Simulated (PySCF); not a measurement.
Correlation energy of Cd (cadmium, neutral)

[Kr] 4d10 5s2, closed-shell 1S. Calculation: PySCF 2.14, in aug-cc-pVTZ-PP with one added diffuse shell each of s, p, d, f, g type with ECP28MDF (7s7p6d4f3g, 113 functions); scalar relativity through the core potential. Frozen: 4s2 4p6; 12 electrons correlated.

MP2 pair energies summed by pair of shells (mhartree):

```
 pair   energy  share (%)
4d-4d  -371.81       78.1
4d-5s   -81.89       17.2
5s-5s   -22.18        4.7
```

Total MP2 correlation energy: -475.88 mhartree.

Same-spin part -167.81 and opposite-spin part -308.07 mhartree; SCS-MP2 scales them by 1/3 and 6/5 to -425.62 mhartree.
